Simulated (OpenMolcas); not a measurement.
**Lines of Co III: computed and rescaled rates**

```
Program             : OpenMolcas 26.06
Method              : MS-CASPT2, IPEA 0.25 Eh, imaginary shift 0.1 Eh (closed shells correlated: 3s 3p)
Basis               : ANO-RCC-VTZP [6s5p3d2f1g]
Scalar Hamiltonian  : DKH2, point nucleus
Active space        : 7 electrons in 5 orbitals (3d)
State averaging     : 2S+1 = 4 even, 10 roots; 2S+1 = 2 even, 40 roots kept (CI in the orbitals of an earlier block)
Spin-orbit coupling : state interaction with AMFI integrals over the reference wave functions, term energies averaged over their components
```

Rates come from the transition moments of the reference wave functions (E1 and E2 in the length form). At fixed line strength A goes as λ^-3 for E1 and M1 and as λ^-5 for E2, so a rate at the computed wavelength can be rescaled to the measured one. Measured vacuum wavelengths follow from level energies in Sugar and Corliss, J. Phys. Chem. Ref. Data 10, 1097 (1981). Branching counts decays inside the model space alone, at computed energies, and the table is only a selection of the E2 and M1 lines, drawn from those between levels with measured partners whose computed energy lies within a factor of 1.5 of the measured one.

```tsv
Upper	Lower	Type	λ computed (nm)	λ measured (nm)	A computed (s-1)	A rescaled (s-1)	Branching %
3d⁷ ²D_5/2(1)	3d⁷ ⁴F_7/2	M1	446.7	450.1	8.11e-01		78.3
3d⁷ ²D_3/2(1)	3d⁷ ⁴F_5/2	M1	435.4	438.9	7.93e-01		54.2
3d⁷ ²G_9/2	3d⁷ ⁴F_9/2	M1	592.4	589	4.20e-01		76.2
3d⁷ ²D_3/2(1)	3d⁷ ⁴F_3/2	M1	443.7	447	4.17e-01		28.5
3d⁷ ²G_7/2	3d⁷ ⁴F_7/2	M1	594.1	590.8	1.61e-01		53.0
3d⁷ ²F_7/2	3d⁷ ²G_7/2	M1	500.2	511.5	1.57e-01		23.2
3d⁷ ²H_9/2	3d⁷ ²G_9/2	M1	1423	1549	1.54e-01		72.3
3d⁷ ²P_3/2	3d⁷ ⁴P_5/2	M1	2121	2003	1.48e-01		39.2
3d⁷ ²F_7/2	3d⁷ ⁴F_9/2	M1	265.4	268	1.32e-01		19.4
3d⁷ ²F_5/2	3d⁷ ⁴F_3/2	M1	282.4	284.5	1.32e-01		26.9
3d⁷ ²G_9/2	3d⁷ ⁴F_7/2	M1	624.1	619.7	1.31e-01		23.8
3d⁷ ²G_7/2	3d⁷ ⁴F_5/2	M1	617	612.9	1.20e-01		39.4
3d⁷ ²P_3/2	3d⁷ ⁴P_3/2	M1	2231	2098	7.56e-02		20.0
3d⁷ ²P_3/2	3d⁷ ⁴F_5/2	M1	533	533.5	6.66e-02		17.6
3d⁷ ⁴P_5/2	3d⁷ ⁴F_9/2	E2	644	657.8	6.17e-02	5.55e-02	75.0
3d⁷ ²H_11/2	3d⁷ ²G_9/2	M1	1586	1741	5.07e-02		98.3
3d⁷ ²H_9/2	3d⁷ ²G_7/2	M1	1608	1764	4.75e-02		22.3
3d⁷ ⁴P_3/2	3d⁷ ⁴F_7/2	E2	671	685.5	3.43e-02	3.08e-02	56.5
3d⁷ ⁴P_1/2	3d⁷ ⁴F_3/2	E2	700	717.1	3.38e-02	3.00e-02	53.6
3d⁷ ⁴P_1/2	3d⁷ ⁴F_5/2	E2	679.6	696.4	2.56e-02	2.27e-02	40.7
3d⁷ ⁴F_7/2	3d⁷ ⁴F_9/2	M1	11680	11890	2.12e-02	2.01e-02	100.0
3d⁷ ⁴P_3/2	3d⁷ ⁴F_5/2	E2	700.4	715.5	2.01e-02	1.81e-02	33.0
3d⁷ ⁴P_5/2	3d⁷ ⁴F_7/2	E2	681.6	696.3	1.49e-02	1.34e-02	18.1
3d⁷ ⁴F_5/2	3d⁷ ⁴F_7/2	M1	15980	16390	1.42e-02	1.32e-02	100.0
3d⁷ ⁴F_3/2	3d⁷ ⁴F_5/2	M1	23360	24070	5.09e-03	4.65e-03	100.0
```

Spin-changing lines and M1 lines between different terms are not rescaled, since their strength hangs on the term gaps too.

The largest correction is for 3d⁷ ⁴P_1/2 → 3d⁷ ⁴F_5/2 (E2): 2.56e-02 × (679.6 / 696.4)^5 = 2.27e-02 s-1, a factor of 0.89.

The computed rate and branching of 3d⁷ ⁴F_7/2 → 3d⁷ ⁴F_9/2 give the upper level a radiative lifetime of 1.000 / 2.12e-02 s-1 = 4.72e+01 s, counting decays inside the model space alone. The rescaled rate gives about 5.0e+01 s.

These are rates of the free ion; in crystals, glasses and complexes forced electric-dipole and non-radiative decay shorten such lifetimes by orders of magnitude. No measured rate stands beside these. Rescaling mends the energy factor alone: line strengths can still be far off where a level mixes with configurations outside the active space, and weak or spin-changing lines hang on small mixing coefficients that depend on the term gaps too, so rescaling need not improve them.

CASPT2 breaks the degeneracy within a term, and the mean is taken; among the terms shown or strongly mixed into the levels shown the widest spread is 970 cm-1 (3d⁷ ⁴F). Terms from blocks run as CI alone lack orbitals of their own. The CASPT2 spread within a term exceeds the gap to the next term for 3d⁷ ²H and 3d⁷ ²D(1), so the order of their levels is uncertain. Computed and measured levels are paired by configuration, term and J; levels that our copy of the source lacks, or whose pairing is in doubt (as where it misses far off the trend of its configuration), stay unpaired. Only configurations of the active space appear.

A number in round brackets counts repeated terms of one configuration in the order of the reference energies.
